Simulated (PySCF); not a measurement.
## Correlation energy of Zr²⁺ (zirconium, charge +2)

[Kr] 4d2, high-spin 3F determinant. Computed with PySCF 2.14 in aug-cc-pVDZ-PP with ECP28MDF, with a scalar-relativistic core potential. Frozen: 4s2 4p6; 2 electrons correlated.

With two correlated electrons CCSD is exact within the correlated space (frozen core and kept virtual orbitals).

```csv
level,correlation energy (mhartree)
CCSD,-2.96
```

Diagnostics: T1 = 0.0019, D1 = 0.0027, largest double amplitude 0.019.

Cost of the coupled-cluster step: about 0.7 core-seconds, for 2 correlated electrons.
